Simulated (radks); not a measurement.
Values are calculated unless marked as measured or tabulated.
All-electron atom: Xe1.125+ in [Ar] 3d10 4s1.875 4p6 4d10 5s2 5p5 (fractional occupations, a model configuration). Level of theory: scalar-relativistic Kohn-Sham, PBE, spin-unpolarised, spherical densities, finite nucleus; Fermi nuclear charge, rms radius 4.7859 fm (a radial shooting solver on a logarithmic mesh with Libxc functionals).

Unscreened Slater integrals over Kohn-Sham orbitals (hartree).

integral      value
F0(5p,5p)   0.41685
F2(5p,5p)   0.22396
F0(5p,5s)   0.45063
G1(5p,5s)   0.29772
F0(5p,4d)   0.52393
F2(5p,4d)   0.14309
G1(5p,4d)  0.042718
G3(5p,4d)  0.040132
F0(5p,4p)   0.53120
F2(5p,4p)   0.12463
G0(5p,4p)  0.023683
G2(5p,4p)  0.030456
F0(5s,5s)   0.49663
F0(5s,4d)   0.60851
G2(5s,4d)  0.071454
F0(5s,4p)   0.61940
G1(5s,4p)  0.043388
F0(4d,4d)    1.0333
F2(4d,4d)   0.52432
F4(4d,4d)   0.34879
F0(4d,4p)    1.0978
F2(4d,4p)   0.56010
G1(4d,4p)   0.71289
G3(4d,4p)   0.44296
F0(4p,4p)    1.1765
F2(4p,4p)   0.61814

Derived for the open shells (J is the average intra-shell exchange parameter used in DFT+U). 5p: J = F2/5 = 0.04479 hartree.
